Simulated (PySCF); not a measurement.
```xyz
10

O     -2.0924     1.2292    -0.3217
C     -1.0281     0.7392    -0.1378
C     -0.5892    -0.7086    -0.2487
C      0.8588    -0.6337     0.1127
C      1.1435     0.6290     0.3708
O      0.0663     1.4837     0.2384
H     -1.1894    -1.3202     0.4272
H     -0.7811    -1.0672    -1.2615
H      1.5490    -1.4587     0.1559
H      2.0626     1.1074     0.6647
```

Charge 0, multiplicity 1.

Task: Give the Mulliken and meta-Löwdin atomic charges from CAM-B3LYP-D3(BJ)/def2-TZVP (PySCF).

Result: 
```csv
atom,Mulliken (e),meta-Löwdin (e)
O1,-0.24,-0.42
C2,0.22,0.53
C3,-0.16,-0.26
C4,-0.23,-0.19
C5,0.04,0.08
O6,-0.21,-0.32
H7,0.14,0.15
H8,0.14,0.15
H9,0.14,0.14
H10,0.16,0.14
```
